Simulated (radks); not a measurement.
Neutral barium inside a hard spherical wall (all orbitals vanish at R), configuration held at [Xe] 6s2 and not refilled when levels cross. Calculated with a radial shooting solver on a logarithmic mesh with Libxc functionals: scalar-relativistic Kohn-Sham, PBEsol, spin-polarised, spherical densities, point nucleus. Eigenvalues in eV for spin up, with the zero of energy where the potential of the charges vanishes at infinity; a dash marks a level that is unbound or too diffuse for the functional's potential to be trusted. A positive occupied level is held by the wall or, in an anion where self-interaction has pushed it up, behind a barrier. The pressure on the wall is -dE/dV.

| R (bohr) | E (hartree) | kinetic (hartree) | e(4d) | e(5s) | e(5p) | e(6s) | e(5d, empty) | e(6p, empty) | pressure (GPa) |
|---|---|---|---|---|---|---|---|---|---|
| free | -8132.3619 | 8584.750 | -89.609 | -33.704 | -18.741 | -3.247 | -2.028 | -1.229 | 0 |
| 15 | -8132.3619 | 8584.751 | -89.601 | -33.696 | -18.734 | -3.241 | -2.022 | -1.205 | 0.000621 |
| 10 | -8132.3559 | 8584.796 | -89.284 | -33.388 | -18.434 | -2.997 | -1.764 | -0.698 | 0.122 |
| 7 | -8132.2842 | 8585.139 | -87.736 | -31.923 | -17.031 | -1.293 | -0.412 | 2.102 | 3.16 |
| 6 | -8132.1769 | 8585.564 | -86.445 | -30.753 | -15.932 | 0.726 | 0.862 | 5.151 | 10.7 |
| 5 | -8131.8903 | 8586.656 | -84.016 | -28.697 | -14.000 | 5.428 | 3.430 | 11.774 | 43.9 |
| 4 | -8130.9595 | 8590.186 | -78.240 | -24.216 | -9.544 | 18.348 | 9.782 | 28.362 | 247 |
| 3.5 | -8129.7130 | 8594.742 | -72.312 | -19.693 | -4.665 | 33.214 | 16.762 | 46.163 | 681 |
| 1.5 | -8035.6062 | 8868.040 | 57.488 | 196.43 | 239.44 | 620.74 | 304.54 | 663.28 | 260000 |
